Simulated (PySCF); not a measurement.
# Diatomics of P with the chalcogens

CCSD(T) with double-zeta basis sets in PySCF, for the lowest determinant that a PBE0 search found; no spin–orbit coupling. De refers to high-spin ground-configuration atoms.

```json
{"M": "O", "basis": "def2-SVP", "reference, frozen orbitals": "ROHF, 6", "state (unpaired electrons)": "doublet (π ↑)", "Re (Å)": "1.509", "ωe (cm⁻¹)": "1193", "De (eV)": "4.98"}
{"M": "S", "basis": "def2-SVP", "reference, frozen orbitals": "ROHF, 10", "state (unpaired electrons)": "doublet (π ↑)", "Re (Å)": "1.927", "ωe (cm⁻¹)": "729", "De (eV)": "3.54"}
{"M": "Te", "basis": "def2-SVP", "reference, frozen orbitals": "UHF, 9", "state (unpaired electrons)": "doublet (π ↑)", "Re (Å)": "2.292", "ωe (cm⁻¹)": "443", "De (eV)": "2.32"}
```

The shortest bond is that of PO (1.509 Å), the longest that of TeP (2.292 Å). PO is bound most strongly (4.98 eV) and TeP least (2.32 eV).

Relativity is treated differently too: O no relativity; S no relativity; Te scalar-relativistic core potentials.

Down a group bonds as a rule get longer and wavenumbers fall, partly through the reduced mass; this series shows no clear exception.

Correlated steps freeze the inner cores (6 to 10 orbitals); shallow outer-core shells are correlated. UHF and ROHF references stand side by side, which adds small steps between rows. Correlated levels converge slowly with the basis: in double zeta they bind strong bonds too weakly, by up to about 1 eV, and carry superposition errors of some tenths. Spin–orbit coupling is left out, which matters for elements this heavy, above all for dissociation energies. States were picked by a PBE0 search and need not be the measured ground states.
